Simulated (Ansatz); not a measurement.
`C[S][Mg][OH]` → `[CH2]` (triplet) + `[OH][Mg][SH]`  (formal loss of a carbene)

Program: Ansatz. Geometries: PBE0-D4/def2-TZVP. ΔE: electronic, gas phase. CCSD(T)/CBS is the MP2 limit (def2-TZVPP, def2-QZVPP) plus CCSD(T) − MP2 in def2-TZVPP, frozen cores. This one scheme is used for every species. DFT in def2-TZVPP. Triplets are unrestricted, without spin–orbit coupling. For Mg outer-core shells are correlated without core-valence functions, which leaves a few kJ/mol of doubt a bond. Each species was taken in one conformer, which may not be the lowest.

CCSD(T)/CBS gives +4.17 eV.

Q: Another level gave +4.14 eV. Which?
A. CAM-B3LYP/def2-TZVPP
B. BLYP/def2-TZVPP
C. PBE/def2-TZVPP
D. BLYP-D4/def2-TZVPP

A: D. BLYP-D4 4.14, CAM-B3LYP 4.08, BLYP 4.01, PBE 4.21 eV.

Largest T1 diagnostic among the species: 0.011.

From r2SCAN to r2SCAN0 (25 % exact exchange), in def2-TZVPP and without D4, ΔE moves by −0.05 eV. The D4 term adds +0.09 eV with B3LYP and +0.05 eV with PBE0; it sums over pairs of atoms, weighted by their polarisabilities, and B3LYP, whose exchange is more repulsive, gets the larger term. At CCSD(T), def2-SVP lies −0.27 eV from the extrapolated value and def2-TZVPP −0.14 eV.

B3LYP here is the variant with VWN-RPA as its local correlation; programs differ in this.
